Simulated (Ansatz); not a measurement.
Coupled-cluster diagnostics for the cluster Ta₂S₂⁺, Ansatz.

Geometry of the doublet (r2SCAN-D4/def2-SVP):

```xyz
4

Ta   -0.844   -0.315    0.895
Ta    1.014    0.563   -0.394
S    -1.119    1.440   -0.676
S     0.949   -1.688    0.175
```

In the def2 sets Ta takes a core potential; there is no spin–orbit coupling. Correlated methods freeze 10 core orbitals; core or outer-core shells of Ta are correlated, in sets that lack core-valence functions. Another isomer (doublet) lies 0.08 eV lower at PBE0-D4/def2-TZVP; other spin states weren't run for this one.

Question: Estimate the CCSD(T) correlation energy, the shares of MP2 and (T), T1 and the reference's ⟨S²⟩ for: charge 1, doublet, own geometry in def2-SVP; and the rough time on 4 threads of Arm Neoverse V2 on a shared host.

Answer: 
| state | basis | correlation (eV) | MP2 share (%) | (T) share (%) | T1 | ⟨S²⟩ (pure) | wall time | remarks |
| --- | --- | --- | --- | --- | --- | --- | --- | --- |
| charge 1, doublet, own geometry | def2-SVP | -21.820 | 92.0 | 6.3 | 0.071 | 2.00 (0.75) | 30 s | large T1, spin-contaminated |
Customary marks for T1 are 0.02 (closed shells), 0.045 (open shells) and about 0.05 (3d metals). T1 exceeds 0.02 in 1 of 1 rows and 0.045 in 1; the higher it lies, the less the single-reference result can be trusted.
